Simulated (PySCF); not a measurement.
Vertical excitations of a molecule C₃H₄Cl₂OSi from PySCF with TDDFT-CAM-B3LYP/def2-SVPD, as energy in eV (oscillator strength): 5.87 (0.000), 6.14 (0.000), 6.15 (0.001), 7.66 (0.009), 7.84 (0.038), 7.93 (0.018), 8.01 (0.012), 8.09 (0.010), 8.11 (0.197), 8.18 (0.027). Lowest triplet (TDA): 4.81 eV. Coordinates come from a B3LYP-D3(BJ)/def2-SVP optimisation. One conformer was computed; it need not be the lowest.

**Question.** Which molecule gave these data?
(A) Cl[SiH](Cl)C1=CCO1
(B) O[Si@@]1(Cl)C=C(Cl)C1
(C) [SiH3]OC=C=C(Cl)Cl
(D) C#C[Si](Cl)(Cl)OC

**Answer.** D, C#C[Si](Cl)(Cl)OC
